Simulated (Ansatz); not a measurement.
`[SiH3][SiH2][SiH2][GeH2][SiH2][GeH3]` + `[SiH3]S` → `[SH][GeH3]` + `[SiH3][SiH2][SiH2][GeH2][SiH2][SiH3]`  (redistribution)

Computed with Ansatz on PBE0-D4/def2-TZVP structures; ΔE is electronic, products minus reactants. CCSD(T)/CBS is the MP2 limit (def2-TZVPP, def2-QZVPP) plus CCSD(T) − MP2 in def2-TZVPP, frozen cores. Functionals use def2-TZVPP. B3LYP here is the variant with VWN-RPA as its local correlation; programs differ in this. For Ge outer-core shells are correlated without core-valence functions, which leaves a few kJ/mol of doubt a bond. Scalar relativity is left out up to krypton. Each species was taken in one conformer, which may not be the lowest.

| level | ΔE (eV) |
| --- | --- |
| B3LYP-D4 | 0.25 |
| ωB97X-V | 0.25 |
| B2PLYP | 0.27 |
| CCSD/def2-TZVPP | 0.27 |

(1) What does CCSD(T)/CBS give? (An estimate is asked.)

Largest T1 diagnostic among the species: 0.013.

Answers

(1) Computed: +0.29 eV. The listed levels differ from it by -0.04, -0.04, -0.02, -0.02 eV.

Leaving LDA and LC-ωPBE aside and taking each functional with its dispersion term where it has one, the values, not all of them listed here, spread over 0.07 eV, from B97M-V to ωB97M-V. At CCSD(T), def2-SVP lies −0.08 eV from the extrapolated value and def2-TZVPP −0.02 eV.
